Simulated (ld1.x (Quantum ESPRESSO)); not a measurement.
## chromium (Cr): PAW pseudisation with PBE, scalar-relativistic reference atom.

The input file (ld1.x (Quantum ESPRESSO) 7.5):

```
&input
   title='Cr', zed=24., rel=1, dft='PBE', iswitch=3,
   config='[Ar] 3d6 4s0 4p0',
   nld=3, rlderiv=3.80, eminld=-2.0, emaxld=5.0, deld=0.02
 /
 &inputp
   pseudotype=3, lpaw=.true., tm=.true., lloc=-1, rcloc=3.00,
   nlcc=.true., rcore=1.55,
   which_augfun='BESSEL', rmatch_augfun=2.05,
   file_pseudopw='Cr.UPF', file_wfcaegen='ae.wfc', file_wfcncgen='nc.wfc', file_beta='beta', file_chi='chi', file_wfcusgen='us.wfc'
 /
6
4S  1  0   0.00   0.00  1.90  2.60  0.0
4S  1  0   0.00   3.70  1.90  2.60  0.0
4P  2  1   0.00   0.00  2.60  3.50  0.0
4P  2  1   0.00   0.75  2.60  3.50  0.0
3D  3  2   6.00   0.00  2.00  2.35  0.0
3D  3  2   0.00   1.30  2.00  2.35  0.0
 &test
   configts(1)='3d6 4s0 4p0'
 /
```

Command:

```bash
ld1.x < Cr.in > Cr.out
```

Resulting log (shortened: banner, matrices, multipoles, cross overlaps and the repeated all-electron block are left out):

```
Program LD1 v.7.5
     --------------------------- All-electron run ----------------------------

     Cr
     scalar relativistic calculation

     atomic number is 24.00
     dft =PBE   lsd =0 sic =0 latt =0  beta=0.20 tr2=1.0E-14
     Exchange-correlation= PBE
                           (   1   4   3   4   0   0   0)
     mesh =1183 r(mesh) =  99.18097 a.u. xmin = -7.00 dx = 0.01250
     1 Ry =  13.60569312 eV, c = 137.03599908

     n l     nl                  e(Ry)          e(Ha)          e(eV)
     1 0     1S 1( 2.00)      -432.0943      -216.0471     -5878.9422
     2 0     2S 1( 2.00)       -48.8586       -24.4293      -664.7545
     2 1     2P 1( 6.00)       -41.0375       -20.5187      -558.3433
     3 0     3S 1( 2.00)        -5.2753        -2.6376       -71.7738
     3 1     3P 1( 6.00)        -3.1833        -1.5916       -43.3107
     3 2     3D 1( 6.00)        -0.0979        -0.0490        -1.3325
     4 0     4S 1( 0.00)        -0.2613        -0.1306        -3.5551
     4 1     4P 1( 0.00)        -0.0624        -0.0312        -0.8488

     final scf error:  3.4E-15 reached in  36 iterations

     Etot =   -2100.931120 Ry,   -1050.465560 Ha,  -28584.624093 eV

     Ekin =    2122.177345 Ry,    1061.088673 Ha,   28873.693712 eV
     Encl =   -5017.140324 Ry,   -2508.570162 Ha,  -68261.671600 eV
     Eh   =     891.440925 Ry,     445.720463 Ha,   12128.671668 eV
     Exc  =     -97.409067 Ry,     -48.704533 Ha,   -1325.317872 eV

     normalization and overlap integrals

     s(1S/1S) =  1.000000  <r> =   0.0636  <r2> =    0.0054  r(max) =   0.0417
     s(2S/2S) =  1.000000  <r> =   0.2931  <r2> =    0.1015  r(max) =   0.2428
     s(2P/2P) =  1.000000  <r> =   0.2598  <r2> =    0.0831  r(max) =   0.1988
     s(3S/3S) =  1.000000  <r> =   0.9046  <r2> =    0.9463  r(max) =   0.7764
     s(3P/3P) =  1.000000  <r> =   0.9714  <r2> =    1.1177  r(max) =   0.7961
     s(3D/3D) =  1.000003  <r> =   1.7896  <r2> =    5.0771  r(max) =   0.8581
     s(4S/4S) =  1.000000  <r> =   3.5989  <r2> =   15.2332  r(max) =   2.8489
     s(4P/4P) =  1.000000  <r> =   5.8413  <r2> =   41.3342  r(max) =   4.3036

     ------------------------ End of All-electron run ------------------------

     --------------------- Generating PAW atomic setup --------------------

      Generating local potential from pseudized AE potential:
      Matching radius rcloc =   3.0000

      Local pseudo, rcloc= 2.995 Estimated cut-off energy=     2.69 Ry

      Computing core charge for nlcc:

       r > 1.56 : true rho core
       r < 1.56 : rho core = a sin(br)/r    a=   2.80  b=   1.72

      Integrated core pseudo-charge :   3.30
      Wfc-us  4S rcutus= 2.578  Estimated cut-off energy=     6.51 Ry
      Wfc-us  4S rcutus= 2.578  Estimated cut-off energy=    15.05 Ry
      Wfc-us  4P rcutus= 3.480  Estimated cut-off energy=     6.03 Ry
      Wfc-us  4P rcutus= 3.480  Estimated cut-off energy=     8.02 Ry
      Wfc-us  3D rcutus= 2.333  Estimated cut-off energy=    21.18 Ry
      Wfc-us  3D rcutus= 2.333  Estimated cut-off energy=    18.23 Ry

     Required augmentation: BESSEL   radius:    2.050000
     Suggested rho cutoff for augmentation:  23.43 Ry

     Estimated PAW energy = -109.069097 Ryd

     ------------------- End of pseudopotential generation -------------------

     Computing logarithmic derivative in   3.82178
     Computing logarithmic derivative in   3.82178
     Computing the partial wave expansion
     R is outside the sphere for l=    0 j= 0.00
     R is outside the sphere for l=    0 j= 0.00
     R is outside the sphere for l=    1 j= 0.00
     R is outside the sphere for l=    1 j= 0.00
     R is outside the sphere for l=    2 j= 0.00
     R is outside the sphere for l=    2 j= 0.00

     ---------------------- Testing the pseudopotential ----------------------

     Cr
     scalar relativistic calculation

     atomic number is 24.00   valence charge is  6.00
     dft = SLA  PW   PBX  PBC   lsd =0 sic =0 latt =0  beta=0.20 tr2=1.0E-14
     mesh =1183 r(mesh) =  99.18097 xmin = -7.00 dx = 0.01250

     n l     nl             e AE (Ry)        e PS (Ry)    De AE-PS (Ry)
     3 2     3D   1( 6.00)       -0.09794       -0.09835        0.00041
     1 0     4S   1( 0.00)       -0.26129       -0.26158        0.00029
     2 1     4P   1( 0.00)       -0.06238       -0.06272        0.00034

     eps = 8.0E-15  iter = 11

     Etot =   -2100.931120 Ry,   -1050.465560 Ha,  -28584.624093 eV
     Etotps =  -109.069126 Ry,     -54.534563 Ha,   -1483.961053 eV

     Ekin =      49.469807 Ry,      24.734904 Ha,     673.071019 eV
     Encl =     -81.460849 Ry,     -40.730424 Ha,   -1108.331313 eV
     Ehrt =      20.330626 Ry,      10.165313 Ha,     276.612256 eV
     Ecxc =     -97.408710 Ry,     -48.704355 Ha,   -1325.313016 eV
     (Ecc =      -3.031373 Ry,      -1.515686 Ha,     -41.243930 eV)

     ---------------------- End of pseudopotential test ----------------------
```

Generation and configuration tests took about 2.1 s on one core of a shared server CPU.

Transferability test of the new file with ld1.x, input:

```
&input
   title='Cr', zed=24., rel=1, dft='PBE', iswitch=2,
   config='[Ar] 3d6 4s0 4p0'
 /
 &test
   file_pseudo='Cr.UPF', nconf=8,
   configts(1)='3d6 4s0 4p0',
   configts(2)='3d5 4s1 4p0',
   configts(3)='3d5 4s0 4p0',
   configts(4)='3d4 4s0 4p0',
   configts(5)='3d5 4s0 4p1',
   configts(6)='3d4 4s1 4p0',
   configts(7)='3d5 4s0.5 4p0',
   configts(8)='3d4 4s2 4p0'
 /
```

```bash
ld1.x < Cr.test.in > Cr.test.out
```

Pseudopotential blocks of its output, shortened (energy terms left out; the distinct warnings before each block abridged to one line each):

```
     ---------------------- Testing the pseudopotential ----------------------

     n l     nl             e AE (Ry)        e PS (Ry)    De AE-PS (Ry)
     3 2     3D   1( 6.00)       -0.09794       -0.09835        0.00041
     1 0     4S   1( 0.00)       -0.26129       -0.26158        0.00029
     2 1     4P   1( 0.00)       -0.06238       -0.06272        0.00034

     eps = 8.0E-15  iter = 11

     Etot =   -2100.931120 Ry,   -1050.465560 Ha,  -28584.624093 eV
     Etotps =  -109.069126 Ry,     -54.534563 Ha,   -1483.961053 eV

     ---------------------- End of pseudopotential test ----------------------

          ---------------------- Testing the pseudopotential ----------------------

     n l     nl             e AE (Ry)        e PS (Ry)    De AE-PS (Ry)
     3 2     3D   1( 5.00)       -0.21409       -0.21737        0.00327
     1 0     4S   1( 1.00)       -0.29450       -0.29249       -0.00201
     2 1     4P   1( 0.00)       -0.07265       -0.07162       -0.00103

     eps = 3.0E-16  iter =  9

     Etot =   -2101.058399 Ry,   -1050.529200 Ha,  -28586.355814 eV
     Etotps =  -109.194464 Ry,     -54.597232 Ha,   -1485.666374 eV
     dEtot_ae =      -0.127279 Ry
     dEtot_ps =      -0.125339 Ry,   Delta E=      -0.001940 Ry

     ---------------------- End of pseudopotential test ----------------------

          ---------------------- Testing the pseudopotential ----------------------

     n l     nl             e AE (Ry)        e PS (Ry)    De AE-PS (Ry)
     3 2     3D   1( 5.00)       -0.72577       -0.72920        0.00343
     1 0     4S   1( 0.00)       -0.73147       -0.73138       -0.00009
     2 1     4P   1( 0.00)       -0.44104       -0.44068       -0.00036

     eps = 2.1E-15  iter =  9

     Etot =   -2100.551196 Ry,   -1050.275598 Ha,  -28579.454958 eV
     Etotps =  -108.688348 Ry,     -54.344174 Ha,   -1478.780304 eV
     dEtot_ae =       0.379924 Ry
     dEtot_ps =       0.380778 Ry,   Delta E=      -0.000854 Ry

     ---------------------- End of pseudopotential test ----------------------

          Warning: n=3, l=2 expected 0 nodes, found 1
     ---------------------- Testing the pseudopotential ----------------------

     n l     nl             e AE (Ry)        e PS (Ry)    De AE-PS (Ry)
     3 2     3D   1( 4.00)       -1.67988       -1.71823        0.03835  !
     1 0     4S   1( 0.00)       -1.37009       -1.37526        0.00516  !
     2 1     4P   1( 0.00)       -0.98872       -0.99281        0.00409

     eps = 1.5E-15  iter =  7

     Etot =   -2099.371357 Ry,   -1049.685678 Ha,  -28563.402430 eV
     Etotps =  -107.492103 Ry,     -53.746051 Ha,   -1462.504566 eV
     dEtot_ae =       1.559763 Ry
     dEtot_ps =       1.577023 Ry,   Delta E=      -0.017259 Ry

     ---------------------- End of pseudopotential test ----------------------

          ---------------------- Testing the pseudopotential ----------------------

     n l     nl             e AE (Ry)        e PS (Ry)    De AE-PS (Ry)
     3 2     3D   1( 5.00)       -0.31390       -0.31769        0.00379
     1 0     4S   1( 0.00)       -0.36372       -0.36289       -0.00083
     2 1     4P   1( 1.00)       -0.12692       -0.12645       -0.00046

     eps = 5.0E-15  iter = 10

     Etot =   -2100.829013 Ry,   -1050.414507 Ha,  -28583.234856 eV
     Etotps =  -108.965711 Ry,     -54.482856 Ha,   -1482.554032 eV
     dEtot_ae =       0.102107 Ry
     dEtot_ps =       0.103414 Ry,   Delta E=      -0.001307 Ry

     ---------------------- End of pseudopotential test ----------------------

          ---------------------- Testing the pseudopotential ----------------------

     n l     nl             e AE (Ry)        e PS (Ry)    De AE-PS (Ry)
     3 2     3D   1( 4.00)       -1.01463       -1.04307        0.02844  !
     1 0     4S   1( 1.00)       -0.83821       -0.83847        0.00027
     2 1     4P   1( 0.00)       -0.51648       -0.51668        0.00020

     eps = 7.4E-15  iter = 10

     Etot =   -2100.471365 Ry,   -1050.235683 Ha,  -28578.368807 eV
     Etotps =  -108.594779 Ry,     -54.297389 Ha,   -1477.507233 eV
     dEtot_ae =       0.459755 Ry
     dEtot_ps =       0.474347 Ry,   Delta E=      -0.014592 Ry

     ---------------------- End of pseudopotential test ----------------------

          ---------------------- Testing the pseudopotential ----------------------

     n l     nl             e AE (Ry)        e PS (Ry)    De AE-PS (Ry)
     3 2     3D   1( 5.00)       -0.45608       -0.45939        0.00331
     1 0     4S   1( 0.50)       -0.50443       -0.50323       -0.00121
     2 1     4P   1( 0.00)       -0.24687       -0.24598       -0.00089

     eps = 4.4E-15  iter = 22

     Etot =   -2100.859459 Ry,   -1050.429729 Ha,  -28583.649091 eV
     Etotps =  -108.996316 Ry,     -54.498158 Ha,   -1482.970429 eV
     dEtot_ae =       0.071661 Ry
     dEtot_ps =       0.072810 Ry,   Delta E=      -0.001148 Ry

     ---------------------- End of pseudopotential test ----------------------

          ---------------------- Testing the pseudopotential ----------------------

     n l     nl             e AE (Ry)        e PS (Ry)    De AE-PS (Ry)
     3 2     3D   1( 4.00)       -0.44061       -0.46458        0.02396  !
     1 0     4S   1( 2.00)       -0.36103       -0.35923       -0.00180
     2 1     4P   1( 0.00)       -0.10368       -0.10274       -0.00093

     eps = 1.4E-15  iter = 11

     Etot =   -2101.065740 Ry,   -1050.532870 Ha,  -28586.455691 eV
     Etotps =  -109.188237 Ry,     -54.594119 Ha,   -1485.581650 eV
     dEtot_ae =      -0.134620 Ry
     dEtot_ps =      -0.119112 Ry,   Delta E=      -0.015508 Ry

     ---------------------- End of pseudopotential test ----------------------
```
